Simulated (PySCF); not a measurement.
CHBrClF, SMILES Br[C@@H](F)Cl. Atoms are numbered in the order given.

```xyz
5

C     -0.5943    -0.4766    -0.3598
F     -0.8733    -1.5529     0.3722
Cl    -1.7783     0.7887    -0.0492
Br     1.2080     0.1187     0.0307
H     -0.6233    -0.7255    -1.4283
```

Coordinates come from a PBE0-D3(BJ)/def2-SVP optimisation.

Two levels are set side by side: PBE/pcSseg-1 (PySCF) and PBE0/pcSseg-1 (PySCF). GIAO shifts against CFCl3 (¹⁹F), HCl (³⁵Cl), TMS (¹H), TMS (¹³C) at the same level; non-relativistic, no solvent, atoms listed together averaged. Without spin–orbit terms, shifts of atoms bonded to Cl or Br come out too high at both levels. Differences are taken from unrounded values.

```json
[
 {"quantity": "δ(¹³C) of C1 (ppm)", "PBE": "129.2"},
 {"quantity": "δ(¹⁹F) of F2 (ppm)", "PBE": "-101.2"},
 {"quantity": "δ(³⁵Cl) of Cl3 (ppm)", "PBE": "401.5"},
 {"quantity": "δ(¹H) of H5 (ppm)", "PBE": "8.35"}
]
```

These are the PBE values. What does PBE0 give? (The exact figures need the calculation; the answer reports its results.)


```csv
quantity,PBE0,PBE minus PBE0
δ(¹³C) of C1 (ppm),122.1,7.1
δ(¹⁹F) of F2 (ppm),-97.5,-3.7
δ(³⁵Cl) of Cl3 (ppm),368.1,33.4
δ(¹H) of H5 (ppm),7.94,0.41
```

Rough cost on one machine, each run with all the roots and properties that it gave: PBE0 against PBE within a factor of 2.
